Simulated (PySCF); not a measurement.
Molecule: `O=S(=O)(O)[C@@H]1C[C@H]1F`, C₃H₅FO₃S.

Cartesian coordinates in Å; atom numbers follow the order of the lines, from 1:
```xyz
13

O     2.2271    0.5957   -0.9876
S     1.3502   -0.4232   -0.5020
O     1.5357   -1.7602   -0.9504
O     1.4463   -0.3800    1.1134
C    -0.3547    0.0457   -0.7321
C    -0.9587    1.0048    0.2449
C    -1.3038   -0.4456    0.3038
F    -2.5437   -0.8263   -0.0980
H     2.2291    0.1175    1.3574
H    -0.6429    0.0587   -1.7698
H    -1.7117    1.6857   -0.1239
H    -0.3294    1.4071    1.0222
H    -0.9479   -1.0795    1.1043
```

Frames of a GFN2-xTB Langevin trajectory at 300 K; GIAO PBE0/pcSseg-1 shieldings in PySCF, gas phase, non-relativistic; equivalent atoms averaged within each frame.

Scale: H2O for 17O (σref 336.08); 33S (σref 503.73) vs CS2; 13C (σref 186.93), 1H (σref 31.72) vs TMS; 19F (σref 170.95) against CFCl3 (reference shieldings calculated alike). The references are static minima.

Question: How do the shifts (ppm) fluctuate along the trajectory?

Answer: 
| time (fs) | O3 | O1 | O4 | S2 | C7 | C5 | C6 | F8 | H13 | H9 |
| --- | --- | --- | --- | --- | --- | --- | --- | --- | --- | --- |
| optimised geometry | 249.7 | 233.8 | 195.9 | 314 | 73.0 | 43.1 | 14.6 | -233.6 | 5.01 | 4.10 |
| 250 | 242.1 | 235.6 | 215.8 | 306 | 70.2 | 54.9 | 11.8 | -233.5 | 5.77 | 5.14 |
| 425 | 231.6 | 240.7 | 198.9 | 293 | 75.8 | 49.6 | 19.6 | -235.6 | 5.42 | 4.40 |
| 625 | 235.6 | 259.2 | 203.4 | 311 | 82.6 | 47.4 | 18.7 | -225.1 | 5.11 | 6.14 |
| 800 | 242.6 | 227.6 | 189.3 | 308 | 83.1 | 42.5 | 20.9 | -200.8 | 4.97 | 5.44 |
| 1000 | 240.1 | 238.5 | 208.1 | 334 | 71.4 | 52.2 | 13.8 | -249.6 | 4.65 | 4.97 |
| mean of frames | 238.4 | 240.3 | 203.1 | 310 | 76.6 | 49.3 | 17.0 | -228.9 | 5.18 | 5.22 |
| standard deviation | 4.7 | 11.6 | 9.9 | 15 | 6.1 | 4.8 | 4.0 | 18.0 | 0.43 | 0.64 |

5 frames give an uncertainty of the mean of about the standard deviation over 2.2 at best, since frames this close in time may not be independent; classical motion lacks zero-point vibration, and the reference would need the same averaging.
